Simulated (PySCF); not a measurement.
# Basis and Hamiltonian dependence of the ionisation energy of Cl²⁺

Cl²⁺ [Ne] 3s2 3p3 (4S) → Cl³⁺ [Ne] 3s2 3p2 (3P). Calculated with PySCF 2.14 from differences of total energies of unrestricted determinants, without spin-orbit coupling. Values in eV.

```csv
basis,Hamiltonian,functions,UHF,PBE,PBE0,MP2 (valence),CCSD(T) (valence),CCSD(T) (valence and next inner shell)
Sapporo-DZP-2012,spin-free X2C,27,39.115,n/a,n/a,39.600,39.537,n/a
aug-cc-pV(D+d)Z,non-relativistic,32,38.960,39.606,39.678,39.424,39.345,n/a
ANO-RCC-VTZP,spin-free X2C,34,38.969,39.585,39.668,39.613,39.582,39.571
x2c-TZVPall,spin-free X2C,37,38.943,n/a,n/a,39.572,39.541,n/a
cc-pV(T+d)Z,non-relativistic,39,38.958,n/a,n/a,39.603,39.568,n/a
x2c-TZVPPall,spin-free X2C,42,38.940,39.573,39.651,39.588,39.553,39.560
def2-TZVPPD,non-relativistic,51,38.958,39.584,39.664,39.607,39.570,39.578
x2c-QZVPPall,spin-free X2C,70,38.955,39.570,39.654,39.656,39.620,39.631
"aug-cc-pV(T+d)Z with one added diffuse shell each of s, p, d, f type",non-relativistic,71,38.963,39.585,39.667,39.615,39.579,n/a
"aug-cc-pCVTZ-DK with one added diffuse shell each of s, p, d, f type",spin-free X2C,91,38.958,39.576,39.659,39.616,39.582,39.611
dyall-acv3z,spin-free X2C,113,38.956,39.571,39.653,39.623,39.589,n/a
aug-cc-pwCVQZ,non-relativistic,134,38.961,39.577,39.660,39.669,n/a,n/a
aug-cc-pV(5+d)Z,non-relativistic,136,38.960,39.577,39.660,39.682,n/a,n/a
```

Q: Estimate the row for dyall-acv3z (non-relativistic, 113 functions).

A: From the rows with the same Hamiltonian and similar size; the calculation gives UHF 38.96; PBE 39.58; PBE0 39.66; MP2 (valence) 39.63; CCSD(T) (valence) 39.59 (eV).

Frozen in the all-electron rows: valence: [Ne]; valence and next inner shell: 1s2.

Between the lowest levels the reference is 39.8 ± 0.11 eV (semi-empirical (NIST evaluation); NIST Atomic Spectra Database, ionization energies); it includes spin-orbit coupling, which these numbers lack.
